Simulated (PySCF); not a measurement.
# Worked example: refractive index and permittivity of the vapour

GeFI, SMILES [F][Ge][I] (connectivity only; charge and spin as stated), neutral, multiplicity 1.

The structure is a stationary point at B3LYP-D3(BJ)/def2-TZVP. The def2 effective core potentials stand for the cores of I; spin–orbit coupling is left out.

PySCF with HF/def2-TZVPD gives a mean static polarisability of 68.1 bohr³ and a dipole moment of 2.41 D. Take an ideal gas at 298.15 K and 0.01 bar, whether or not the substance is that volatile.

Work out n − 1 in the optical limit and the static ε − 1.


Polarisability volume α' = 68.1 × 0.148185 = 10.09 Å³. Number density N = p/kT = 2.43e-7 Å⁻³.
Dilute limit of Lorentz–Lorenz: n − 1 = 2π N α' = 1.5e-5.
Orientation term of Debye: μ²/(3kT) = 8.098 Å³ × μ²(D²) = 47.03 Å³.
ε − 1 = 4π N (α' + μ²/3kT) = 0.00017. Orientation of the dipole supplies 82 % of the static response; it can't follow optical fields. Vibrational polarisation and dispersion are left out.
